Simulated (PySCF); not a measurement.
Isomers of C6H7O3 (doublet state), one GFN2-xTB conformer each. Single-point energies are computed at B3LYP/pcH-1 (PySCF, gas phase, no added dispersion term), electronic only. GFN2-xTB treats the open shell by occupation alone, and not every SCF solution was tested for stability.

| SMILES | GFN2-xTB relative energy (kcal/mol) |
| --- | --- |
| O=C[C]1CCCC(=O)O1 | 0.0 |
| COC1=C[CH]COC1=O | 4.8 |
| O=C1C=C(CO)O[CH]C1 | 25.1 |

Conformers: `[O:1]=[CH:2][C:3]1[CH2:4][CH2:5][CH2:6][C:7](=[O:8])[O:9]1` (doublet state) with O1–C2–C3–C4 1°, C2–C3–C4–C5 -155°, C3–C4–C5–C6 -52°, C4–C5–C6–C7 57°, C5–C6–C7–O8 149°; `[CH3:1][O:2][C:3]1=[CH:4][CH:5][CH2:6][O:7][C:8]1=[O:9]` (doublet state) with C1–O2–C3–C4 180°; `[O:1]=[C:2]1[CH:3]=[C:4]([CH2:5][OH:6])[O:7][CH:8][CH2:9]1` (doublet state) with C3–C4–C5–O6 9°, C4–C5–O6–H 58°, O1–C2–C3–C4 -161°, C3–C4–O7–C8 -10°, C4–O7–C8–C9 -12°, O7–C8–C9–C2 34°.

What does B3LYP/pcH-1 give for the same structures?

```csv
SMILES,B3LYP/pcH-1 E (Eh),B3LYP/pcH-1 (kcal/mol),GFN2-xTB (kcal/mol),point group
O=C[C]1CCCC(=O)O1,-458.51719,0.0,0.0,C1
COC1=C[CH]COC1=O,-458.49125,16.3,4.8,Cs
O=C1C=C(CO)O[CH]C1,-458.46543,32.5,25.1,C1
```

Both levels put the same isomer lowest; measured from each level's own lowest isomer, the values differ by up to 11.5 kcal/mol (COC1=C[CH]COC1=O: 4.8 against 16.3). As drawn, the highest has an O–H bond, which the lowest lacks.
